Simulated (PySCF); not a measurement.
## Trend along the fourth-period p block: MK cations

CCSD(T) with double-zeta basis sets in PySCF, for the lowest determinant that a PBE0 search found; no spin–orbit coupling. De refers to high-spin ground-configuration atoms (the charge goes to the atom of lower measured ionisation energy or higher electron affinity, which is not always the lowest computed limit).

```tsv
M	basis	reference, frozen orbitals	charged atom	state (unpaired electrons)	Re (Å)	ωe (cm⁻¹)	De (eV)
Ga	def2-SVP	UHF, 14	K+	doublet (σ ↑)	3.998	72.8	0.49
Ge	x2c-SVPall	UHF, 14	K+	triplet (σ ↑, π ↑)	3.817	71.1	0.29
As	pcseg-1	UHF, 14	K+	quartet (σ ↑, π ↑↑)	3.732	65.3	0.15
Se	def2-SVP	UHF, 14	K+	triplet (π ↑↑)	3.565	88.7	0.40
Br	x2c-SVPall	UHF, 14	K+	doublet (π ↑)	3.474	83.9	0.28
```

The shortest bond is that of KBr⁺ (3.474 Å), the longest that of KGa⁺ (3.998 Å).

The rows differ in basis set, which adds steps of its own.

The state changes along the series, so neighbouring rows are not always alike in their bonding.

Correlated steps freeze 14 core orbitals. Weak bonds: KAs⁺, KBr⁺, KGa⁺, KGe⁺, KSe⁺. Basis-set superposition, not corrected here, can be much of De in a small basis, most of all at correlated wavefunction levels. Spin–orbit coupling is left out. For an ion De counts to the pair picked by the measured ionisation energies or electron affinities, which need not be the lowest pair at this level. States were picked by a PBE0 search and need not be the measured ground states.
